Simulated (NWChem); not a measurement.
C4H4F2; SMILES F/C=C(\F)C=C

All runs: NWChem. Geometry: optimised at PBE0/def2-SVP. Level: PBE0/def2-SVP with SMD, gas-phase geometry; reactions with the solvents are ignored. One conformer.

| SMD term (kcal/mol) | water | toluene |
|---|---|---|
| distortion of the solute's density | 0.76 | 0.22 |
| polarisation | -4.97 | -2.52 |
| cavity, dispersion and structure | 5.07 | 0.06 |

Sum the solvation free energies, find the transfer free energy from water to toluene and the partition coefficient at 298.15 K.


1. ΔG(solv, water) = 0.86 kcal/mol and ΔG(solv, toluene) = -2.24 kcal/mol (1 M gas to 1 M solution).
2. Transfer: -2.24 − (0.86) = -3.10 kcal/mol.
3. log₁₀ K(toluene/water) = −ΔG/(RT ln 10) = 3.10/1.364 = 2.3, so the model puts more of the solute in toluene.
4. Of the transfer energy, 1.91 kcal/mol is electrostatic and -5.01 comes from the non-electrostatic term. The two phases are taken as the pure solvents.
